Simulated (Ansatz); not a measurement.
A run for Ansatz (a quantum-chemistry and plane-wave program): R-PBE/def2-TZVPPD on HIMg (SMILES [MgH][I]), a point of a bond scan (R = 1.682 Å). Elements past Kr take the def2 small-core potentials; no spin–orbit coupling. Files ending in .json are basis or fitting sets from the Basis Set Exchange.

Ansatz 0.2 input:
```yaml
crystal:
  periodic: [false, false, false]
  atoms:
    - {symbol: Mg, position_ang: [-0.00000000, -0.00000000, -2.02827611]}
    - {symbol: H, position_ang: [0.00000000, 0.00000000, -3.71070617]}
    - {symbol: I, position_ang: [0.00000000, 0.00000000, 0.52924565]}
basis:
  gaussian:
    orbitals: def2-TZVPPD.json
    pivot_positions_ang: [[-0.00000000, -0.00000000, -2.02827611], [0.00000000, 0.00000000, -3.71070617], [0.00000000, 0.00000000, 0.52924565]]
hamiltonian:
  xc: {name: PBE}
scf: {lower_state_search: off}
output: {orbitals: {seedname: ./end}}
```

The head of its log:

```
WARN ansatz: RAYON_NUM_THREADS=1 ignored (pool sized by the plan → 1); use --threads N
Functional definition: PBE
these checks for a lower state are left out or cut short: stability, starts, cluster_reference, orbital_swaps, neighbouring_geometries, increment
integrals: 0.04 GiB planned
781 factors; their error is unknown
mean field: 0.27 GiB planned
mean field evaluation 1: about -13557.9809 eV, gradient 1.8e1 eV
mean field evaluation 2: about -13557.3981 eV, gradient 2.3e1 eV
```

### Question
Give the final energy of this run.

### Answer
-498.2978 hartree.
